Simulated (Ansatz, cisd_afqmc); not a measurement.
Species: Sn, charge -1, quartet.

Total energies in def2-QZVPPD, 5 correlated electrons, 9 frozen orbitals. UHF or UKS for unpaired electrons; spin-orbit terms are left out. Correlated methods leave the cores frozen (noble-gas shells, and filled d and f shells in the p block). Past Kr the def2 sets carry scalar-relativistic core potentials. AFQMC is phaseless with a CISD trial state; ± is one standard error, without the phaseless bias. Outlying blocks are dropped, and bars are widened where a walk drifts. Over all cases where full CI ran beside it in this data, AFQMC minus full CI had a median of +0.1 mEh and passed +0.4 mEh in a tenth of the cases. Spin-orbit terms, left out, reach several kcal/mol for Br and I, and more for heavier atoms.

| method | program | energy (Eh) | minus CCSDT(Q) (mEh) |
|---|---|---|---|
| HF | Ansatz | -213.37495 | 77.08 |
| MP2 | Ansatz | -213.43675 | 15.28 |
| CCSD | Ansatz | -213.44778 | 4.25 |
| CCSD(T) | Ansatz | -213.45124 | 0.78 |
| CCSDT(Q) | Ansatz | -213.45203 | 0.00 |
| AFQMC/CISD | cisd_afqmc | -213.4515 ± 0.0002 | 0.5 ± 0.2 |

Ansatz is a quantum-chemistry and plane-wave program.
